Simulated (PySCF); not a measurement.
Se(Br)(GeH3) (BrGeH3Se), SMILES [GeH3][Se]Br. Heavy atoms are numbered as in [Se:1]([Br:2])[GeH3:3]. Hydrogens are named by the atom that carries them.

The structure is a stationary point at ωB97X-D3(BJ)/def2-SVP. The structure was generated by enumeration, and PubChem lists no compound with its InChIKey, so it may never have been made.

Level of theory: PBE/pcSseg-1 run with PySCF.

GIAO shieldings, no solvent; atoms alike by connectivity are averaged. δ = σ(ref) − σ: ⁷⁷Se against Me2Se (σ = 1634.8 ppm); ⁷³Ge against GeH4 (σ = 1614.4 ppm); ¹H against TMS (σ = 31.49 ppm), references at their B3LYP-D3(BJ)/def2-TZVP geometries, non-relativistic (without spin–orbit terms, shifts of atoms bonded to Cl or Br come out too high).

| nucleus | atoms | count | δ (ppm) |
|---|---|---|---|
| ⁷⁷Se | Se1 | 1 | 448.2 |
| ⁷³Ge | Ge3 (GeH3) | 1 | 199.6 |
| ¹H | H on Ge3 | 3 | 5.31 |
